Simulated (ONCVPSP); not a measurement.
# arsenic: ONCV pseudisation with LDA (Perdew-Wang 92), scalar-relativistic reference atom.

- Element: As (Z = 33)
- Generator: ONCVPSP 4.0.1
- Type: optimised norm-conserving Vanderbilt (ONCV)
- Functional: LDA (Perdew-Wang 92)
- Relativity: scalar-relativistic
- Frozen core: [Ne]
- Valence charge: 23
- Reference configuration: 3s2 3p6 3d10 4s2 4p3
- Partial waves: 3s+4s: rc 0.95 bohr, ncon 4, nbas 8, qcut 15.3 1/bohr, 3 projectors, debl 0.3 Ha; 3p+4p: rc 1.25 bohr, ncon 3, nbas 6, qcut 14 1/bohr, 2 projectors; 3d: rc 0.95 bohr, ncon 5, nbas 9, qcut 18.7 1/bohr, 1 projector
- Local potential: polynomial inside 0.75 bohr (lpopt 5, dvloc0 6 Ha)
- Core correction: Teter function, fcfact 2.5, rcfact 1.2

In the s channel the program set the typed energies aside and used -6.964, -0.540, 0.250 Ha.

* Cutoffs needed: 137 Ha and 152 Ha (the cutoffs (Ha) at which the residual kinetic energy of the hardest occupied pseudo-wave falls to 1 and 0.1 mHa per electron)
* Ghost test: no bound ghost flagged; no localised positive-energy state flagged
* Largest excitation error: -6.1 meV (all-electron minus pseudo) for 3s2 3p6 3d10 4s2 4p0, out of 4 test configurations
* rms error of d²Exc/dni dnj: 2.37 mHa without and 1.75 mHa with the model core
